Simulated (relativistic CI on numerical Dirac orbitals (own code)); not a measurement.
Calculated at this level of theory: Dirac-Coulomb-Breit CI, separate exchange-only KLI orbitals for each configuration, model QED, unscaled Slater integrals (own radial code, finite nucleus).

CI space (outside the closed core [Ar] 3d10): 4s2.4p3, 4s.4p4, 4s2.4p2.4d, 4p5, 4s.4p3.4d, 4s2.4p2.4f, 4s.4p3.4f, 4p4.4d, 4s.4p2.4d2, 4s2.4p.4d.4f, 4p4.4f, 4p3.4d.4f, 4s.4p2.4f2, 4s2.4p2.5s, 4p4.5s, 4s2.4p2.5p, 4s.4p2.4d.5s, 4s2.4p.4f.5s, 4s.4p3.5s, 4s2.4p2.5d, 4s.4p3.5p, 4s2.4p2.5f, 4s2.4p2.5g, 4p3.4f.5s, 4s.4p3.5d, 4s.4p3.5f, 4s2.4p2.6s, 4s2.4p.4d2, 4s2.4d3, 4s.4p.4d3, 4s2.4d2.4f, 4s.4p.4d2.4f, 4s2.4d2.5s, 4p3.4d2, 4p2.4d3, 4p2.4d2.4f, 4p2.4d2.5s, 4s2.4p.4f2, 4s2.4d.4f2, 4s.4p.4d.4f2, 4s2.4f3, 4s.4p.4f3, 4s2.4f2.5s, 4p3.4f2, 4p2.4d.4f2, 4p2.4f3, 4p2.4f2.5s, 4s.4p2.4d.4f, 4s.4p.4d.4f.5s, 4s2.4p.4d.5s, 4s.4p.4d2.5s, 4s2.4d.4f.5s, 4s2.4d.5s2, 4p3.4d.5s, 4p2.4d.4f.5s, 4p2.4d.5s2, 4s.4p2.4f.5s, 4s.4p.4f2.5s, 4s.4p.4f.5s2, 4s2.4p.5s2, 4s.4p.4d.5s2, 4s2.4f.5s2. Double excitations out of closed p, d and f shells are left out; levels of such configurations are missing from the list, as are those of other unlisted configurations, and high levels can miss mixing partners. These lack a partner that the ground configuration has and come out too high: 4s2.4p2.5p, 4s2.4p2.5d, 4s.4p3.5p, 4s2.4p2.5f, 4s2.4p2.5g.

At this charge energies of transitions that change n are usually good to better than 1 %, and those within a shell (Δn = 0) to a few per cent.

Outline of the computed level scheme of Hg XLVIII. Lowest level of each configuration: 4s2.4p3 2P°_3/2 at 0.000 eV; 4s2.4p2.4d 2D_3/2 at 175.720 eV; 4s.4p4 4P_5/2 at 252.770 eV; 4s2.4p2.4f 2F°_5/2 at 407.992 eV; 4s.4p3.4d 4D°_5/2 at 424.667 eV.

Some strong electric-dipole decays among the lowest 45 levels: 4s2.4p2.4d 2D_3/2 → 4s2.4p3 2P°_3/2 (3.5e+12 s⁻¹); 4s2.4p2.4d 2P_1/2 → 4s2.4p3 2P°_3/2 (2.8e+12 s⁻¹); 4s2.4p2.4d 2D_5/2 → 4s2.4p3 2P°_3/2 (2.6e+12 s⁻¹); 4s2.4p2.4d 4P_1/2 → 4s2.4p3 4S°_3/2 (2.5e+12 s⁻¹); 4s2.4p2.4d 2D_3/2 → 4s2.4p3 4S°_3/2 (1.9e+12 s⁻¹); 4s.4p4 2P_3/2 → 4s2.4p3 2D°_5/2 (1.3e+12 s⁻¹); 4s2.4p2.4d 2D_5/2 → 4s2.4p3 2D°_5/2 (1.3e+12 s⁻¹); 4s.4p3.4d 2F°_5/2 → 4s2.4p2.4d 2D_3/2 (1.2e+12 s⁻¹).

LS names give the leading component of a level, which can be under half, so a name can repeat, a term be missing and a line seem to break the LS rules.
